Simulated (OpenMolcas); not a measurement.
Mo3+ among 8 point charges of -1.2 e arranged as a cube (Oh).

```json
{
  "Program": "OpenMolcas",
  "Method": "SS-CASPT2, IPEA 0.25 Eh, imaginary shift 0.1 Eh (closed shells correlated: 4s 4p)",
  "Basis": "ANO-RCC-VTZP [7s6p4d2f1g]",
  "Scalar Hamiltonian": "DKH2, point nucleus",
  "Active space": "3 electrons in 5 orbitals (4d)",
  "State averaging": "2S+1 = 4 even, 10 roots; 2S+1 = 2 even, 40 roots",
  "Spin-orbit coupling": "RASSI with atomic mean-field integrals over the reference wave functions"
}
```

All point charges move together. At R = 1.94 Å the first state of the same spin is 8430 cm-1, and at R = 2.22 Å it is 3610 cm-1.

**Question.** A third run gives 4940 cm-1. What distance was it run at?

**Answer.** With a power law R^-n the two known points give n = -ln(3610 / 8430) / ln(2.22 / 1.94) = 6.29. Then R = 1.94 × (8430 / 4940)^(1/6.29) = 2.112 Å. The run was at 2.1 Å, so the estimate is off by +0.012 Å.

Roots that are degenerate in the reference are averaged as groups; the widest CASPT2 spread within a group is 550 cm-1 (the 3-fold group of multiplicity 2 near 11400 cm-1 above the lowest state of its run, R = 2.1). Shifts and gaps below about the spread of the groups concerned are not significant. An orbital triplet at a regular site is open to Jahn-Teller coupling, which can distort the site and quench the lowest spin-orbit gaps and is left out. Point charges give a weaker field than real ligands, and real ions of this kind are as a rule low spin; the high spin found here belongs to the model. Free-ion shares, where given, are those of the reference states; single-state CASPT2 does not remix them. This shell can be high or low spin here, a state of another spin lies low, and with metal d orbitals alone active their balance is uncertain, so the ground spin may be wrong (holds for R = 1.94). This is an electrostatic model: the charges have no orbitals. No measured value stands beside these numbers.
